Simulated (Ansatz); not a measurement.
This geometry of CH3NOSe (7 atoms, charge 0, multiplicity 1) is a first-order saddle point.

The calculation used RKS PBE0-D4/def2-SVP (Ansatz 0.2.0).

```xyz
7
Properties=species:S:1:pos:R:3
N -0.646 0.618 0.224
C 0.227 -0.192 -0.398
O 1.262 -0.558 0.394
Se 0.071 -0.712 -2.101
H -1.420 0.999 -0.303
H -0.409 1.019 1.124
H 0.975 -1.242 1.014
```

Q: Which two structures does it join? (They come from a converged band through this point; their orientation in space is the band's.)

A: No bond is made or broken. The dihedral Se4–C2–O3–H7 goes from 0 to -172°.

Initial state:

```xyz
7
Properties=species:S:1:pos:R:3
N -0.460 0.934 0.059
C 0.060 -0.274 -0.164
O 0.848 -0.671 0.830
Se -0.244 -1.285 -1.628
H -1.076 1.337 -0.631
H -0.241 1.440 0.908
H 1.175 -1.549 0.579
```

Final state:

```xyz
7
Properties=species:S:1:pos:R:3
N -0.477 0.696 0.143
C 0.096 -0.409 -0.379
O 0.958 -1.045 0.410
Se -0.279 -1.023 -2.023
H -1.095 1.221 -0.461
H -0.102 1.168 0.959
H 0.961 -0.677 1.305
```

Q: How far does it lie above each of them?

A: 59.5 kJ/mol above the first and 13.9 kJ/mol above the second. This is the barrier of this one path; another mechanism may lie lower.

Run time: 2.5 min on 1 thread of Arm Neoverse V1, with other jobs on the host, peak memory 0.27 GiB.
